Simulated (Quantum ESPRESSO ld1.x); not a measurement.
Values are calculated unless marked as measured or tabulated.
Radial electron density D(r) = 4 pi r^2 rho(r) of an atom or ion with 26 electrons. Level of theory: scalar-relativistic Kohn-Sham, LDA (Slater exchange, Perdew-Zunger correlation), spin-unpolarised, spherical densities, point nucleus (ld1.x of Quantum ESPRESSO 7.5).

r (bohr)  D(r) (e/bohr)
0.00232           5.326
0.002903          7.679
0.003631          10.92
0.004543          15.27
0.005638          20.67
0.007054          27.57
0.008825          35.58
0.01104           44.09
0.0137            51.74
0.01714           57.64
0.02145           60.05
0.02683           58.49
0.03357           54.42
0.04166           51.54
0.05212           53.68
0.06521           62.16
0.08158           72.06
0.1013            74.63
0.1267            65.66
0.1585            51.82
0.1983            46.16
0.248             51.04
0.3078            53.17
0.3851            41.63
0.4818            21.95
0.6028            7.246
0.7482            1.470
0.936            0.1459
1.171          0.006472

What is the nuclear charge?

Answer. Z = 47. The innermost maximum, from 1s, lies near gamma/Z bohr with gamma = sqrt(1 - (Z/c)^2) = 0.939, here 0.02 bohr (found: 0.0220), and its height grows with Z. The density is that of the silver ion Ag21+ in [Ar] 3d8; the configuration itself is not fixed sharply by these data, and Z only to a few units. D(r) has 3 maxima, at r = 0.0220, 0.0957, 0.291 bohr, and minima at 0.0434, 0.195 bohr, inside which lie 2.01, 11.20 electrons.
